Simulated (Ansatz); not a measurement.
C3H7FSn can be A, `C=[C](F)[SnH2][CH3]`, or B, `[F][SnH]1[CH2]C[CH2]1`.

Program: Ansatz. Geometries: PBE0-D4/def2-TZVP. ΔE: electronic, gas phase. CCSD(T)/CBS is the MP2 limit (def2-TZVPP, def2-QZVPP) plus CCSD(T) − MP2 in def2-TZVPP, frozen cores. DFT in def2-TZVPP. B3LYP here is the variant with VWN-RPA as its local correlation; programs differ in this. def2 core potentials past Kr. For Sn outer-core shells are correlated without core-valence functions, which leaves a few kJ/mol of doubt a bond. Each species was taken in one conformer, which may not be the lowest.

(1) Which is lower in electronic energy at CCSD(T)/CBS, and by how much? (Best estimate.)

(2) Give E(B) − E(A) in kJ/mol with B3LYP-D4, B2PLYP, MP2/def2-TZVPP, PBE0-D4, CCSD(T)/def2-TZVPP, PBE-D4, CCSD/def2-TZVPP. (Best estimate.)

Largest T1 diagnostic: 0.013.

Answers

(1) The calculation gave: B, by 141.1 kJ/mol.

(2) The calculation gave: B3LYP-D4 -119.6, B2PLYP -127.5, MP2/def2-TZVPP -146.7, PBE0-D4 -137.2, CCSD(T)/def2-TZVPP -127.0, PBE-D4 -132.2, CCSD/def2-TZVPP -126.1. None reverses the order clearly.

From PBE to PBE0 (25 % exact exchange), in def2-TZVPP and without D4, E(B) − E(A) moves by −5.4 kJ/mol. In def2-TZVPP, CCSD(T) changes the Hartree–Fock value by −22.5 kJ/mol (the triples alone add −0.9 kJ/mol) and MP2 by −42.2 kJ/mol.
